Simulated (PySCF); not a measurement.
A structure optimised at PBE-D3(BJ)/def2-SVP, used in a PySCF frequency run:

```xyz
9

C      1.2117    -1.7486     0.0000
Ge    -0.0591    -0.2889     0.0000
O     -1.7039    -0.9710     0.0000
Cl     0.1850     0.9952     1.7410
Cl     0.1850     0.9952    -1.7410
H      1.0516    -2.3630    -0.9061
H      2.2387    -1.3396     0.0000
H      1.0516    -2.3630     0.9061
H     -2.3812    -0.2678     0.0000
```

Question: Write its SMILES, formula and point group.

Answer: [CH3][Ge]([OH])([Cl])[Cl], CH₄Cl₂GeO, Cs

Question: What are its rotational constants (standard atomic weights)?

Answer: 2.2896, 1.7116, 1.4094 GHz
